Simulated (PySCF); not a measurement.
Computed properties of Sn(H)2(SMe)2 (C2H8S2Sn), SMILES C[S][SnH2][S]C

C2H8S2Sn, SMILES C[S][SnH2][S]C. Geometry: B3LYP-D3(BJ)/def2-SVP. The def2 effective core potentials stand for the cores of Sn; spin–orbit coupling is left out. One conformer was computed; it need not be the lowest. All values are computed for the isolated molecule unless a solvent is named; none is compared with measurement here.

**Structure.** All 33 harmonic modes at B3LYP-D3(BJ)/def2-SVP (PySCF) are real, so it is a minimum. With heavy atoms numbered as in [SnH2:1]([S:2][CH3:3])[S:4][CH3:5], the shortest bond between them is S2–C3 at 1.839 Å and the longest Sn1–S4 at 2.442 Å.

**Vibrations.** The strongest infrared lines (harmonic, unscaled, degenerate partners summed) lie at 611 cm⁻¹ (190 km/mol, H 97 %), 1914 cm⁻¹ (158 km/mol, H 99 %), 1865 cm⁻¹ (157 km/mol, H 99 %). The softest mode is at 43 cm⁻¹ and the zero-point energy is 57.1 kcal/mol.

**Electronic structure.** M06-2X/def2-TZVP (PySCF) places the frontier levels at -7.93 and -0.08 eV, a gap of 7.85 eV, and gives a dipole moment of 2.08 D and a mean polarisability of 105.2 bohr³. PBE/def2-TZVP (PySCF) at the same geometry gives -5.55 and -1.83 eV, so its gap is 4.13 eV narrower. An orbital gap is neither the optical nor the fundamental gap.

**Excitations.** TDA-PBE0/def2-SVPD (PySCF) has S1 at 4.41 eV (281 nm, f = 0.011, weak); the most intense of the 10 singlets computed lies at 6.42 eV (f = 0.19). T1 (TDA) is at 3.98 eV, 0.43 eV under S1. TDA-PBE/def2-SVPD (PySCF) puts S1 at 3.83 eV. No vertical singlet excitation falls in the visible range (under 3.1 eV).
